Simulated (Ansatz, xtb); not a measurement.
**Relative energy of two isomers of C6H9Cl**

Structure X is `C=C[C@H]1C[C@@H](Cl)C1`, a singlet and structure Y is `C=C[C@@H]1CC[C@H]1Cl`, a singlet. Both are isolated molecules in the gas phase, relaxed with r2SCAN-D4/def2-SVP; the shapes shown needn't be the lowest conformers.

X (Å):

```csv
atom,x (Å),y (Å),z (Å)
C,2.6074,-1.0171,-1.9593
C,1.6458,-0.7076,-1.0817
C,0.5534,-1.6217,-0.6448
C,0.3230,-1.8315,0.8831
C,-1.1800,-1.8697,0.5846
C,-0.9189,-1.1147,-0.7236
Cl,-2.2997,-1.1298,1.7800
H,3.3833,-0.2975,-2.2360
H,2.6509,-2.0055,-2.4308
H,1.6331,0.2945,-0.6278
H,0.6479,-2.5968,-1.1527
H,0.7850,-2.7002,1.3764
H,0.5778,-0.9153,1.4396
H,-1.5457,-2.8926,0.4110
H,-1.5222,-1.3684,-1.6085
H,-0.9607,-0.0273,-0.5508
```

Y (Å):

```yaml
atoms:
  - { symbol: C, position_ang: [-2.1522, -3.3971, 0.8173] }
  - { symbol: C, position_ang: [-1.7388, -2.1994, 0.3868] }
  - { symbol: C, position_ang: [-0.3612, -1.8892, -0.0806] }
  - { symbol: C, position_ang: [0.4039, -0.6540, 0.4845] }
  - { symbol: C, position_ang: [1.0206, -0.4363, -0.9171] }
  - { symbol: C, position_ang: [-0.1650, -1.2357, -1.4686] }
  - { symbol: Cl, position_ang: [0.0956, -2.3152, -2.8777] }
  - { symbol: H, position_ang: [-1.4692, -4.2532, 0.8544] }
  - { symbol: H, position_ang: [-3.1826, -3.5649, 1.1439] }
  - { symbol: H, position_ang: [-2.4513, -1.3614, 0.3614] }
  - { symbol: H, position_ang: [0.2846, -2.7819, -0.0213] }
  - { symbol: H, position_ang: [-0.2955, 0.1535, 0.7562] }
  - { symbol: H, position_ang: [1.0850, -0.8334, 1.3299] }
  - { symbol: H, position_ang: [1.9545, -1.0068, -1.0360] }
  - { symbol: H, position_ang: [1.1682, 0.5883, -1.2898] }
  - { symbol: H, position_ang: [-1.0168, -0.5860, -1.7248] }
```

Task: Estimate E(Y) − E(X) at the level CCSD(T)/def2-SVP + ΔMP2/def2-TZVPP.

Result: CCSD(T)/def2-SVP + ΔMP2/def2-TZVPP gives E(Y) − E(X) = −1.24 kJ/mol, slightly favouring structure Y, which is too small a margin to settle the true order.

Level by level:

```
                             level            geometry  E(Y) − E(X) (kJ/mol)  departure from the last row (kJ/mol)  job, with rough time for the two
                          GFN2-xTB            GFN2-xTB                   −0.48                                 +0.76              optimisation, 0.66 s
                         HF/STO-3G            GFN2-xTB                   −0.12                                 +1.12               single point, 1.2 s
      r2SCAN-D4/def2-SVP//GFN2-xTB            GFN2-xTB                   −0.58                                 +0.66               single point, 7.5 s
                r2SCAN-D4/def2-SVP  r2SCAN-D4/def2-SVP                   −1.04                                 +0.21                optimisation, 97 s
                       HF/def2-SVP  r2SCAN-D4/def2-SVP                   −0.05                                 +1.20           part of the CCSD(T) run
                      MP2/def2-SVP  r2SCAN-D4/def2-SVP                   −2.03                                 −0.78           part of the CCSD(T) run
                  CCSD(T)/def2-SVP  r2SCAN-D4/def2-SVP                   −1.44                                 −0.20                      single point
CCSD(T)/def2-SVP + ΔMP2/def2-TZVPP  r2SCAN-D4/def2-SVP                   −1.24                                                   single point, 2.1 min
```

As drawn, both hold the same kinds of bond in the same numbers.

The largest departure from CCSD(T)/def2-SVP + ΔMP2/def2-TZVPP is that of HF/def2-SVP, 1.20 kJ/mol. The last row adds to CCSD(T) the change of the MP2 difference between the two basis sets, here +0.20 kJ/mol.

With thermal terms from frequencies at re-optimised GFN2-xTB minima (ideal gas, soft modes damped towards free rotors, one conformer each, 298.15 K, 1 atm): the zero-point term adds +0.07 kJ/mol; ΔH is −1.03 and ΔG −1.62 kJ/mol.

The correlated steps freeze 11 core orbitals. Codes used: Ansatz 0.2.0, xtb 6.7.1; the last row on 2 threads of Intel(R) Xeon(R) Platinum 8259CL CPU @ 2.50GHz (Skylake/Cascade Lake) on a shared host.
